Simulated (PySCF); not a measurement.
**Mg⁺: ionisation energy**

Mg⁺ [Ne] 3s1 (2S) → Mg²⁺ [Ne] (1S), as a difference of total energies. All numbers are calculated (PySCF 2.14, scalar relativity by spin-free X2C-1e, in x2c-TZVPPall (5s4p3d, 32 functions)). Correlated levels: valence and next inner shell: 1s2 frozen. The calculations carry no spin-orbit coupling.

Problem. Order these methods by the ionisation energy they give, lowest first.
A. M06-L
B. TPSS
C. MP2 (valence and next inner shell)
D. PBE0

Solution. A (14.316 eV), C (14.895 eV), B (15.080 eV), D (15.231 eV).

Errors of the correlated levels include the incompleteness of this basis and the frozen core.

For comparison: 15.035 eV (measured; NIST Atomic Spectra Database, ionization energies).
